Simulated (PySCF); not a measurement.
**Spinor energies of Te³⁵⁺ (tellurium, charge +35)**

Start: [Ne] 3s2 3p5; 3p1/2 filled at m_j = +1/2; 3p3/2 filled at m_j = -3/2, -1/2, +1/2, +3/2. Calculated with PySCF 2.14 in an uncontracted even-tempered set (19 s from 6.6 bohr⁻², ratio 2.4; 14 p from 8.6 bohr⁻², ratio 2.4; 5 d from 34 bohr⁻², ratio 2.6; 4 f from 51 bohr⁻², ratio 2.6): generalised Hartree-Fock with the X2C-1e Hamiltonian and a Gaussian nucleus; one run each with spin-orbit coupling (SO) screened by Boettger's factors, then bare. This is a chosen level, not necessarily the ground level.

| spinor shell | electrons | ε, screened SO (eV) | ε, bare SO (eV) | weight of nominal j (bare SO) | rms radius, bare SO (bohr) |
| --- | --- | --- | --- | --- | --- |
| 1s1/2 | 2 | -33901.1 | -33901.0 | 1.000 | 0.0318 |
| 2s1/2 | 2 | -6863.4 | -6863.4 | 1.000 | 0.128 |
| 2p1/2 | 2 | -6548.7 | -6557.2 | 1.000 | 0.110 |
| 2p3/2 | 4 | -6270.6 | -6267.3 | 1.000 | 0.115 |
| 3s1/2 | 2 | -2578.4 | -2578.5 | 1.000 | 0.312 |
| 3p1/2 | 1 | -2463.2 | -2465.2 | 1.000 | 0.300 |
| 3p3/2 | 4 | -2390.7 | -2389.9 | 1.000 | 0.309 |

```
   quantity  screened SO      bare SO
E (hartree)  -5822.13367  -5822.22123
        M_J          1/2          1/2
       ⟨J²⟩        0.751        0.751
       ⟨L²⟩        2.010        2.011
       ⟨S²⟩        0.759        0.760
```

Each row is a mean over spinors that exchange with the open shell spreads, by up to 12.116 eV (2p1/2).

Breit and QED terms are absent; they matter most for the inner s and p1/2 levels.

Densities and radii are taken from the X2C orbitals without a picture-change correction, which distorts them close to the nucleus.
